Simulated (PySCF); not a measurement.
First SCF of a structure search on singlet H₃IS, at a hand-made tetrahedral geometry. PySCF input:

```python
from pyscf import gto, scf, dft
mol = gto.M(atom='''
I      0.000000     0.000000     0.000000
S     -0.000000    -1.820900    -1.287400
H      1.347300     0.000000     0.952500
H     -1.347300     0.000000     0.952500
H      0.000000     1.347300    -0.952500''',
    basis={'I': 'def2-TZVP', 'S': 'def2-TZVP', 'H': 'def2-TZVP'},
    ecp={'I': 'def2-TZVP'},
    charge=0, spin=0)
mf = dft.RKS(mol, xc='PBE0')
mf.grids.atom_grid = (50, 194)
aux = {'I': 'def2-universal-JKFIT', 'S': 'def2-universal-JKFIT', 'H': 'def2-universal-JKFIT'}
mf = mf.density_fit(auxbasis=aux)
mf.conv_tol = 1e-08
mf.diis_space = 10
mf.max_cycle = 60
mf.init_guess = 'minao'
mf.verbose = 4
mf.kernel()
```

Excerpt of the output (cycles and frontier levels):

```
init E= -655.40975335028
  HOMO = -0.623274096905113  LUMO = -0.600264126477051  gap/eV = 0.62613
cycle= 1 E= -694.338699211167  delta_E= -38.9  |g|= 3.97  |ddm|= 19.3
  HOMO = 0.00864377441631242  LUMO = 0.104473419973883  gap/eV = 2.60766
cycle= 2 E= -690.850728767334  delta_E= 3.49  |g|= 5.02  |ddm|= 17.9
  HOMO = -0.193430956043014  LUMO = -0.103905370377588  gap/eV = 2.43612
cycle= 3 E= -696.455748528994  delta_E= -5.61  |g|= 1.35  |ddm|= 16.8
  HOMO = -0.19558955385132  LUMO = -0.0592797622865127  gap/eV = 3.70918
cycle= 4 E= -696.192396199075  delta_E= 0.263  |g|= 1.69  |ddm|= 4.95
  HOMO = -0.113865823035966  LUMO = -0.0906179134577942  gap/eV = 0.63261
cycle= 5 E= -697.174154309828  delta_E= -0.982  |g|= 0.309  |ddm|=  4.5
  HOMO = -0.167133342388723  LUMO = -0.108897922152474  gap/eV = 1.58467
cycle= 6 E= -697.201728758919  delta_E= -0.0276  |g|= 0.133  |ddm|= 1.09
  HOMO = -0.168786289827406  LUMO = -0.100659713255942  gap/eV = 1.85382
cycle= 7 E= -697.206727421359  delta_E= -0.005  |g|= 0.04  |ddm|= 0.164
  HOMO = -0.166910348530986  LUMO = -0.0978676441720416  gap/eV = 1.87875
cycle= 8 E= -697.206926648325  delta_E= -0.000199  |g|= 0.0135  |ddm|= 0.042
  HOMO = -0.16665918892809  LUMO = -0.0981337496922323  gap/eV = 1.86467
cycle= 9 E= -697.206975792417  delta_E= -4.91e-05  |g|= 0.00544  |ddm|= 0.0163
  HOMO = -0.166496362989958  LUMO = -0.0980186031858544  gap/eV = 1.86337
cycle= 10 E= -697.206984214945  delta_E= -8.42e-06  |g|= 0.00275  |ddm|= 0.0148
  HOMO = -0.166482310826943  LUMO = -0.0980571649181043  gap/eV = 1.86194
cycle= 11 E= -697.206986466433  delta_E= -2.25e-06  |g|= 0.000966  |ddm|= 0.00656
  HOMO = -0.166464824446941  LUMO = -0.0980527854423993  gap/eV = 1.86159
cycle= 12 E= -697.206986695268  delta_E= -2.29e-07  |g|= 0.000358  |ddm|= 0.00225
  HOMO = -0.166438863541311  LUMO = -0.0980367714704527  gap/eV = 1.86132
cycle= 13 E= -697.206986738698  delta_E= -4.34e-08  |g|= 7.95e-05  |ddm|= 0.000996
  HOMO = -0.166441140595455  LUMO = -0.0980354322433729  gap/eV = 1.86141
cycle= 14 E= -697.206986740512  delta_E= -1.81e-09  |g|= 3.2e-06  |ddm|= 0.000193
  HOMO = -0.166441372089154  LUMO = -0.09803582172355  gap/eV = 1.86141
Extra cycle  E= -697.206986740509  delta_E= 3.64e-12  |g|= 5.89e-06  |ddm|= 2.54e-05
converged SCF energy = -697.206986740509
```

No lower solution of this spin was found by a stability analysis within the restricted form, which does not test spin polarisation.

The search for the lowest solution, with the stability check, took 5.2 s on 2 threads of a shared Arm Neoverse V2 host, with 105 basis functions.
